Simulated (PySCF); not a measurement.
First SCF of a structure search on quintet RuOF₂, at a hand-made T-shaped (ligand arrangement 1) geometry. PySCF input:

```python
from pyscf import gto, scf, dft
mol = gto.M(atom='''
Ru     0.000000     0.000000     0.000000
O     -1.709000     0.000000     0.059700
F      0.000000     0.000000     1.890000
F      1.888800     0.000000     0.066000''',
    basis={'Ru': 'def2-TZVP', 'O': 'def2-TZVP', 'F': 'def2-TZVP'},
    ecp={'Ru': 'def2-TZVP'},
    charge=0, spin=4)
mf = dft.UKS(mol, xc='PBE0')
mf.grids.atom_grid = (50, 194)
aux = {'Ru': 'def2-universal-JKFIT', 'O': 'def2-universal-JKFIT', 'F': 'def2-universal-JKFIT'}
mf = mf.density_fit(auxbasis=aux)
mf.conv_tol = 1e-08
mf.diis_space = 10
mf.max_cycle = 60
mf.init_guess = 'minao'
mf.verbose = 4
mf.kernel()
```

Excerpt of the output (cycles alone):

```
init E= -361.638052019529
cycle= 1 E= -369.418384655047  delta_E= -7.78  |g|= 0.686  |ddm|= 3.24
cycle= 2 E= -368.862270025017  delta_E= 0.556  |g|= 1.46  |ddm|= 1.06
cycle= 3 E= -369.457255801706  delta_E= -0.595  |g|= 0.578  |ddm|= 0.852
cycle= 4 E= -369.575718346369  delta_E= -0.118  |g|= 0.178  |ddm|= 0.359
cycle= 5 E= -369.584077075566  delta_E= -0.00836  |g|= 0.0944  |ddm|= 0.133
cycle= 6 E= -369.587378641197  delta_E= -0.0033  |g|= 0.0366  |ddm|= 0.0649
cycle= 7 E= -369.587850497813  delta_E= -0.000472  |g|= 0.0095  |ddm|= 0.0221
cycle= 8 E= -369.587952159648  delta_E= -0.000102  |g|= 0.00437  |ddm|= 0.0166
cycle= 9 E= -369.587982971352  delta_E= -3.08e-05  |g|= 0.00114  |ddm|= 0.0116
cycle= 10 E= -369.587987226133  delta_E= -4.25e-06  |g|= 0.000692  |ddm|= 0.00594
cycle= 11 E= -369.587987514677  delta_E= -2.89e-07  |g|= 0.000191  |ddm|= 0.000876
cycle= 12 E= -369.587987559964  delta_E= -4.53e-08  |g|= 5.9e-05  |ddm|= 0.000416
cycle= 13 E= -369.587987572732  delta_E= -1.28e-08  |g|= 3.27e-05  |ddm|= 0.000272
cycle= 14 E= -369.587987576573  delta_E= -3.84e-09  |g|= 1.82e-05  |ddm|= 0.000172
Extra cycle  E= -369.587987576946  delta_E= -3.73e-10  |g|= 3.23e-05  |ddm|= 5.7e-05
converged SCF energy = -369.587987576946  <S^2> = 6.0198472  2S+1 = 5.0079326
```

No lower solution of this spin was found from smeared starts or by a stability analysis within the unrestricted form.

Open d and f shells are described by one determinant, and the ground state may have another occupation or spin.

The search for the lowest solution, 3 starts and the stability check together, took 42 s on 4 threads of a shared Arm Neoverse V1 host, with 133 basis functions; the process peaked at 0.57 GiB. Launch command: `OMP_NUM_THREADS=4 python axn.py task.json out`.
